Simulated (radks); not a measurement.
Task: Fe II, configuration [Ar] 3d6 4s1 (the NIST ground configuration). Calculated with a radial shooting solver on a logarithmic mesh with Libxc functionals: non-relativistic Kohn-Sham, PBE, spin-polarised, spherical densities, point nucleus; open shells are filled with parallel spins first. Some entries of the table are withheld. Estimate them.

orbital  occ.  eigenvalue (hartree)  <r> (bohr)  <1/r> (bohr^-1)
1s up       1             -255.0773     0.05915            25.52
1s down     1             -255.0762     0.05915            25.52
2s up       1             -29.94451      0.2702            5.460
2s down     1             -29.87311      0.2698            5.469
2p up       3             -25.87545      0.2369            5.413
2p down     3             -25.82194      0.2365            5.421
3s up       1              -3.74436      0.8192            1.723
3s down     1              -3.58374      0.8215            1.716
3p up       3              -2.55689         (1)            1.598
3p down     3              -2.39812         (2)            1.589
3d up       5              -0.64622       1.090            1.235
3d down     1              -0.49657       1.139            1.202
4s up       1              -0.47348       2.686           0.4838
4s down     0              -0.39316       2.786           0.4643
4p up       0              -0.28843         (3)           0.3820
4p down     0              -0.22147         (4)           0.3587

Result: 
(1) 3p up <r> (bohr): 0.8605
(2) 3p down <r> (bohr): 0.8646
(3) 4p up <r> (bohr): 3.362
(4) 4p down <r> (bohr): 3.574
